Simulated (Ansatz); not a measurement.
Reactions of `OCO[SiH3]`.

Calculated with Ansatz (gas phase, PBE0-D4/def2-TZVP geometries, no zero-point term in ΔE). CCSD(T)/CBS is the MP2 limit (def2-TZVPP, def2-QZVPP) plus CCSD(T) − MP2 in def2-TZVPP, frozen cores. This one scheme is used for every species. Functionals use def2-TZVPP. def2 core potentials past Kr. For Sn, Te outer-core shells are correlated without core-valence functions, which leaves a few kJ/mol of doubt a bond. Each species was taken in one conformer, which may not be the lowest.

| reaction | CCSD(T)/CBS(def2) (kJ/mol) |
| --- | --- |
| `OCO[SiH3]` + `[CH2]1O[SiH2][AlH]1` → `[SiH3][SiH]1O[CH2][AlH]1` + `OCO` | 69 |
| `OCO[SiH3]` + `[CH3][Al]([SiH3])[BH]O` → `[CH3][Al]([SiH3])[SiH3]` + `OBOCO` | -104 |
| `OCO[SiH3]` + `F[CH2][AlH2]` → `F[CH2][AlH][SiH3]` + `OCO` | ? |
| `OCO[SiH3]` + `C[SiH]([SiH3])CF` → `FC[SiH]([SiH3])[SiH3]` + `COCO` | ? |
| `OCO[SiH3]` + `C#C[SiH](C)Cl` → `C#C[SiH]([SiH3])Cl` + `COCO` | 171 |
| `OCO[SiH3]` + `C=N` → `C=NCO[SiH3]` + H₂O | ? |
| `OCO[SiH3]` + H₂Te → `OC[TeH]` + silanol | -25 |
| `OCO[SiH3]` + `OC([SiH3])S` → `[SiH3]OC([SiH3])S` + `OCO` | -27 |
| `OCO[SiH3]` + `[CH3][SnH2][Cl]` → `[SiH3][CH2][SnH2][Cl]` + `OCO` | 70 |
| `OCO[SiH3]` + `C=N` → `C=NCO` + silanol | -25 |

(1) Fill in the missing values. (An estimate is asked.)

Largest T1 diagnostic: 0.014, for `[SiH3][SiH]1O[CH2][AlH]1`.

## Answers

(1) Ansatz gave: `OCO[SiH3]` + `F[CH2][AlH2]` → `F[CH2][AlH][SiH3]` + `OCO`: +65.1 kJ/mol; `OCO[SiH3]` + `C[SiH]([SiH3])CF` → `FC[SiH]([SiH3])[SiH3]` + `COCO`: +153.8 kJ/mol; `OCO[SiH3]` + `C=N` → `C=NCO[SiH3]` + H₂O: -32.3 kJ/mol.
